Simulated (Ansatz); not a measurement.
Cost and result for the atomization energy of CH₃FOTe (`OC(F)[TeH]`) (7 atoms, 6 bonds).

Z-matrix (Å, degrees):
```
C
F 1 1.369
Te 1 2.195 2 108.2
O 1 1.359 2 111.5 3 -122.4
H 1 1.089 2 108.2 3 118.9
H 3 1.656 1 92.8 2 27.8
H 4 0.965 1 109.1 2 66.3
```

Charge 0, multiplicity 1. Correlated methods include outer-core shells of Te, which these sets cover unevenly. Te takes the def2 core potential. The geometry is a stationary point of PBE0-D4/def2-TZVP. It is one conformer, not always the lowest. Program: Ansatz. All runs use 2 threads of an AMD EPYC 9R14 on a shared host. Times are those of one run each, without the atoms' runs, and a repeat can differ threefold. Electronic energies, without spin–orbit coupling; frozen cores. CCSD(T)/CBS adds CCSD(T) − MP2 in def2-TZVPP to the MP2 limit, and its time is that of the two runs behind it. T1 = 0.012. With those shells the extrapolation isn't a true limit. B3LYP takes the VWN-RPA correlation (the form of Gaussian; ORCA's B3LYP/G).

CCSD(T)/CBS is a level of theory with its own doubt, some kJ/mol a heavy atom from the limit and from the frozen cores, so smaller differences don't rank the functionals.

| level | functions | wall time |
| --- | --- | --- |
| LDA (SPW92)/def2-TZVPP | 185 | 0.95 s |
| revPBE-D4/def2-TZVPP | 185 | 1.4 s |
| BLYP-D4/def2-TZVPP | 185 | 1.4 s |
| PBE-D4/def2-TZVPP (with forces) | 185 | 1.8 s |
| PBE0-D4/def2-TZVPP | 185 | 2 s |
| B3LYP-D4/def2-TZVPP (with forces) | 185 | 2.4 s |
| r2SCANh-D4/def2-TZVPP | 185 | 3.2 s |
| CCSD(T)/def2-SVP | 83 | 3.6 s |
| B2PLYP/def2-TZVPP | 185 | 3.8 s |
| PBE-QIDH/def2-TZVPP | 185 | 4.1 s |
| MP2/def2-QZVPP | 343 | 11 s |
| CCSD(T)/def2-TZVPP | 185 | 77 s |
| CCSD(T)/CBS(def2) | – | 88 s |

Problem. What atomization energy does each give, and how far from CCSD(T)/CBS? (Best estimate.)

Solution. Computed: 
```csv
level,atomization (kcal/mol),difference from CCSD(T)/CBS,per bond
LDA (SPW92)/def2-TZVPP,662.1,109.9,18.3
revPBE-D4/def2-TZVPP,550.5,-1.7,-0.3
BLYP-D4/def2-TZVPP,554.0,1.8,0.3
PBE-D4/def2-TZVPP (with forces),570.4,18.2,3.0
PBE0-D4/def2-TZVPP,548.4,-3.8,-0.6
B3LYP-D4/def2-TZVPP (with forces),546.8,-5.4,-0.9
r2SCANh-D4/def2-TZVPP,543.0,-9.2,-1.5
CCSD(T)/def2-SVP,507.3,-44.9,-7.5
B2PLYP/def2-TZVPP,540.2,-12.0,-2.0
PBE-QIDH/def2-TZVPP,539.7,-12.5,-2.1
MP2/def2-QZVPP,558.5,6.3,1.0
CCSD(T)/def2-TZVPP,532.1,-20.1,-3.3
CCSD(T)/CBS(def2),552.2,0.0,0.0
```

From BLYP to BHLYP (50 % exact exchange), in def2-TZVPP and without D4, the atomization energy moves by −34.0 kcal/mol: exact exchange takes away binding that semilocal exchange gives to molecules. The D4 term adds +5.2 kcal/mol with B3LYP and +2.6 kcal/mol with PBE0; it sums over pairs of atoms, weighted by their polarisabilities, and B3LYP, whose exchange is more repulsive, gets the larger term. At CCSD(T), def2-SVP lies −45.0 kcal/mol from the extrapolated value and def2-TZVPP −20.1 kcal/mol: correlation converges slowly with the basis, and small sets miss more of it in the bonded molecule than in its fragments.

Spin–orbit coupling would lower the free Te atoms strongly, and the atomization energy with them, by more than many differences here.
